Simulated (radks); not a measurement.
Results of a calculation; reference values are marked as such.
The iron ion Fe+, configuration [Ar] 3d6 4s1. Level of theory: non-relativistic Kohn-Sham, PBEsol, spin-polarised, spherical densities, point nucleus; open shells are filled with parallel spins first; hard spherical wall at 12 bohr (a radial shooting solver on a logarithmic mesh with Libxc functionals).

Unscreened Slater integrals over Kohn-Sham orbitals (cm^-1). They are taken over the spin-up orbitals. Empty in this configuration: 4p.

| integral | value |
|---|---|
| F0(4s,4s) | 74108 |
| F0(4s,3d) | 93047 |
| G2(4s,3d) | 11941 |
| F0(4s,3p) | 95391 |
| G1(4s,3p) | 5775.0 |
| F0(4s,3s) | 95760 |
| G0(4s,3s) | 4141.7 |
| F0(4s,4p) | 65570 |
| G1(4s,4p) | 42479 |
| F0(3d,3d) | 188080 |
| F2(3d,3d) | 85423 |
| F4(3d,3d) | 52845 |
| F0(3d,3p) | 206600 |
| F2(3d,3p) | 96358 |
| G1(3d,3p) | 119430 |
| G3(3d,3p) | 72011 |
| F0(3d,3s) | 210810 |
| G2(3d,3s) | 90119 |
| F0(3d,4p) | 76889 |
| F2(3d,4p) | 16767 |
| G1(3d,4p) | 7687.9 |
| G3(3d,4p) | 6183.1 |
| F0(3p,3p) | 230530 |
| F2(3p,3p) | 115120 |
| F0(3p,3s) | 235630 |
| G1(3p,3s) | 156000 |
| F0(3p,4p) | 78284 |
| F2(3p,4p) | 12953 |
| G0(3p,4p) | 3162.1 |
| G2(3p,4p) | 3585.8 |
| F0(3s,3s) | 241200 |
| F0(3s,4p) | 78507 |
| G1(3s,4p) | 3602.3 |
| F0(4p,4p) | 59638 |
| F2(4p,4p) | 31275 |

Derived for the open shells (J is the average intra-shell exchange parameter used in DFT+U). 3d: Racah B = F2/49 - 5 F4/441 = 1144 cm^-1, C = 35 F4/441 = 4194 cm^-1, C/B = 3.67, F4/F2 = 0.619, J = (F2 + F4)/14 = 9876 cm^-1.
